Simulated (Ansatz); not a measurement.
Calculated with Ansatz (gas phase, PBE0-D4/def2-TZVP geometries, no zero-point term in ΔE). CCSD(T)/CBS is the MP2 limit (def2-TZVPP, def2-QZVPP) plus CCSD(T) − MP2 in def2-TZVPP, frozen cores. This one scheme is used for every species. Functionals use def2-TZVPP. For Ge outer-core shells are correlated without core-valence functions, which leaves a few kJ/mol of doubt a bond. Scalar relativity is left out up to krypton. Each species was taken in one conformer, which may not be the lowest.

Consider the ligand exchange at a Ge–C bond: `C[S][GeH2][CH3]` + HCl → `C[S][GeH2][Cl]` + CH₄.

CCSD(T)/CBS gives -21.9 kcal/mol.

Another level gave -23.0 kcal/mol. Which?
A. revPBE-D4/def2-TZVPP
B. CCSD(T)/def2-TZVPP
C. BLYP-D4/def2-TZVPP
D. HF/def2-TZVPP

A. revPBE-D4 -23.0, BLYP-D4 -24.1, HF/def2-TZVPP -25.9, CCSD(T)/def2-TZVPP -21.4 kcal/mol.

Largest T1 diagnostic among the species: 0.010.

At CCSD(T), def2-SVP lies −1.1 kcal/mol from the extrapolated value and def2-TZVPP +0.5 kcal/mol. In def2-TZVPP, CCSD(T) changes the Hartree–Fock value by +4.5 kcal/mol (the triples alone add +0.1 kcal/mol) and MP2 by +3.8 kcal/mol.
